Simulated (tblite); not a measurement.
Compound: C₃H₁₀F₃N₃Si.
SMILES with atom numbers: `[CH3:1][NH:2][Si@H:3]([NH2:4])[NH:5][CH2:6][C:7]([F:8])([F:9])[F:10]` (hydrogens: H11, H12, H13 on C1; H14 on N2; H15 on Si3; H16, H17 on N4; H18 on N5; H19, H20 on C6)

Computed with GFN2-xTB (tblite), gas phase: L-BFGS steps from a force-field or distance-geometry start until the largest atomic force falls under 0.01 eV/Å.

Step 11: E = -987.1891 eV
```
atom  x, y, z in Å  |  force x, y, z in eV/Å
C1      2.3195    1.4672   -1.0129   -0.001  -0.031  -0.052
N2      1.0428    0.8878   -0.6717   -0.011  -0.089  -0.071
Si3     0.7810   -0.5701    0.2089    0.165  -0.073  -0.064
N4      1.8187   -1.8181   -0.3981    0.138   0.053  -0.087
N5     -0.8151   -1.1358   -0.1969    0.050   0.057  -0.048
C6     -2.0296   -0.7671    0.4369   -0.067  -0.167   0.030
C7     -2.4742    0.6542    0.1265    0.008   0.007   0.012
F8     -1.6257    1.5640    0.6250   -0.100   0.193   0.011
F9     -3.6894    0.9388    0.6240    0.042   0.035   0.001
F10    -2.5429    0.8681   -1.1976    0.011   0.100   0.028
H11     2.9509    0.6812   -1.4137    0.162  -0.057   0.078
H12     2.1837    2.2234   -1.7815   -0.038   0.068  -0.149
H13     2.8297    1.9450   -0.1726    0.000  -0.080   0.130
H14     0.3280    1.5973   -0.6141    0.043  -0.045   0.097
H15     0.9703   -0.5068    1.6629   -0.123  -0.080  -0.116
H16     1.5995   -2.7822   -0.1902   -0.041   0.215   0.154
H17     2.0489   -1.7698   -1.3770    0.113   0.092  -0.048
H18    -0.9289   -1.1769   -1.2012   -0.117  -0.090  -0.010
H19    -1.9412   -0.8733    1.5153    0.122   0.102   0.162
H20    -2.8310   -1.4163    0.0958   -0.356  -0.213  -0.058
```

Step 12: E = -987.2062 eV
```
atom  x, y, z in Å  |  force x, y, z in eV/Å
C1      2.3263    1.4684   -1.0117   -0.050  -0.034  -0.058
N2      1.0461    0.8916   -0.6721   -0.022  -0.077  -0.076
Si3     0.7738   -0.5747    0.1899    0.208   0.029   0.127
N4      1.8241   -1.8131   -0.4042    0.116   0.007  -0.054
N5     -0.8246   -1.1389   -0.2006    0.073   0.028  -0.059
C6     -2.0357   -0.7700    0.4420   -0.030  -0.144  -0.004
C7     -2.4742    0.6513    0.1310   -0.074   0.138  -0.021
F8     -1.6367    1.5701    0.6293    0.032   0.142   0.043
F9     -3.6881    0.9463    0.6171   -0.130  -0.021   0.132
F10    -2.5472    0.8723   -1.1895    0.087   0.043  -0.120
H11     2.9572    0.6793   -1.4100    0.138  -0.026   0.096
H12     2.1894    2.2219   -1.7838   -0.017   0.057  -0.130
H13     2.8371    1.9499   -0.1720   -0.036  -0.109   0.098
H14     0.3280    1.5991   -0.6140    0.092  -0.050   0.085
H15     0.9647   -0.5225    1.6484   -0.141  -0.068  -0.163
H16     1.6080   -2.7739   -0.1750    0.006   0.236   0.055
H17     2.0697   -1.7675   -1.3790    0.096   0.025  -0.041
H18    -0.9402   -1.1885   -1.2044   -0.164  -0.087   0.002
H19    -1.9429   -0.8699    1.5217    0.137   0.076   0.120
H20    -2.8397   -1.4205    0.1047   -0.321  -0.164  -0.031
```

Step 13: E = -987.2218 eV
```
atom  x, y, z in Å  |  force x, y, z in eV/Å
C1      2.3323    1.4694   -1.0116   -0.060  -0.029  -0.052
N2      1.0492    0.8941   -0.6738   -0.006  -0.053  -0.091
Si3     0.7704   -0.5788    0.1730    0.149   0.100   0.204
N4      1.8318   -1.8073   -0.4108    0.102  -0.003  -0.028
N5     -0.8326   -1.1409   -0.2050    0.040   0.003  -0.045
C6     -2.0429   -0.7755    0.4469    0.002  -0.049  -0.032
C7     -2.4756    0.6508    0.1350   -0.129   0.187  -0.037
F8     -1.6469    1.5782    0.6341    0.103   0.043   0.049
F9     -3.6895    0.9530    0.6131   -0.226  -0.069   0.202
F10    -2.5494    0.8772   -1.1839    0.137  -0.008  -0.181
H11     2.9654    0.6771   -1.4043    0.092   0.020   0.102
H12     2.1948    2.2213   -1.7883    0.014   0.009  -0.072
H13     2.8436    1.9526   -0.1699   -0.090  -0.129   0.035
H14     0.3297    1.6006   -0.6127    0.122  -0.052   0.075
H15     0.9568   -0.5392    1.6321   -0.141  -0.053  -0.135
H16     1.6166   -2.7626   -0.1595    0.051   0.213  -0.037
H17     2.0921   -1.7653   -1.3818    0.072  -0.037  -0.022
H18    -0.9549   -1.2018   -1.2075   -0.175  -0.078   0.022
H19    -1.9419   -0.8652    1.5297    0.124   0.039   0.012
H20    -2.8541   -1.4270    0.1129   -0.181  -0.055   0.032
```

**Question.** Estimate the geometry and energy of step 14. (The exact step hangs on the optimiser's Hessian estimate; all steps are aligned on step 13, rigid shifts and turns removed.)

**Answer.** E = -987.2351 eV, largest force 0.287 eV/Å
```
atom  x, y, z in Å  |  force x, y, z in eV/Å
C1      2.3371    1.4703   -1.0124   -0.038  -0.023  -0.039
N2      1.0522    0.8959   -0.6763    0.018  -0.038  -0.106
Si3     0.7693   -0.5810    0.1598    0.034   0.107   0.147
N4      1.8405   -1.8010   -0.4172    0.088   0.035  -0.003
N5     -0.8395   -1.1424   -0.2096   -0.020   0.001  -0.015
C6     -2.0499   -0.7809    0.4508    0.018   0.073  -0.048
C7     -2.4796    0.6536    0.1382   -0.136   0.137  -0.035
F8     -1.6545    1.5857    0.6397    0.089  -0.063   0.026
F9     -3.6953    0.9579    0.6131   -0.201  -0.095   0.182
F10    -2.5488    0.8813   -1.1819    0.136  -0.029  -0.133
H11     2.9742    0.6754   -1.3969    0.048   0.052   0.089
H12     2.2007    2.2210   -1.7936    0.039  -0.043  -0.011
H13     2.8485    1.9532   -0.1679   -0.137  -0.128  -0.018
H14     0.3332    1.6022   -0.6109    0.119  -0.036   0.069
H15     0.9470   -0.5563    1.6151   -0.126  -0.033  -0.033
H16     1.6266   -2.7498   -0.1461    0.082   0.146  -0.097
H17     2.1151   -1.7650   -1.3844    0.046  -0.074  -0.006
H18    -0.9728   -1.2160   -1.2101   -0.149  -0.064   0.041
H19    -1.9388   -0.8602    1.5368    0.096   0.008  -0.105
H20    -2.8704   -1.4333    0.1218   -0.007   0.066   0.095
```

The energy changes by -0.0133 eV. The first-order estimate −F·Δx gives -0.0187 eV and the mean of the old and new forces, exact on a quadratic surface, -0.0134 eV. The step makes an angle of 66° with the force vector and moves no atom by more than 0.026 Å.

The cost below is that of the whole relaxation. The run took 1.4 s on one thread, Arm Neoverse N1 (aarch64), no GPU, shared host with 64 logical CPUs at a one-minute load of 61.
